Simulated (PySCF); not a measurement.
# I (iodine, neutral) across methods

[Kr] 4d10 5s1 5p5 6s1, high-spin 4P determinant (an excited configuration). Computed with PySCF 2.14 in aug-cc-pwCVTZ-DK3 with one added diffuse shell each of s, p, d, f type (11s10p8d5f1g, 125 functions), with the spin-free X2C one-electron Hamiltonian (Gaussian nucleus).

| method | E (hartree) | mean ε 5p α (eV) | mean ε 5p β (eV) | mean ε 6s α (eV) | Σ⟨r²⟩ (bohr²) | ⟨S²⟩ |
| --- | --- | --- | --- | --- | --- | --- |
| UHF | -7111.74856 | -16.623 | -12.625 | -3.369 | 96.18 | 3.765 |
| r2SCAN | -7114.70 | -12.260 | -10.421 | -2.224 | 91.24 | 3.759 |
| B97-3 | -7114.30 | -13.107 | -11.102 | -2.477 | 91.38 | 3.757 |
| PBE0 | -7114.35 | -13.079 | -11.094 | -2.564 | 90.72 | 3.755 |
| PBE | -7114.29 | -11.649 | -10.193 | -2.174 | 89.94 | 3.753 |
| TPSSh | -7114.40 | -12.379 | -10.627 | -2.231 | 90.94 | 3.755 |
| LDA | -7108.18 | -11.720 | -10.372 | -2.295 | 88.89 | 3.752 |
| LC-wPBE | -7114.22 | -15.916 | -13.709 | -3.684 | 92.37 | 3.753 |

The outer electron is Rydberg-like, and this basis confines it to a smaller radius and binds it less than a complete one would.
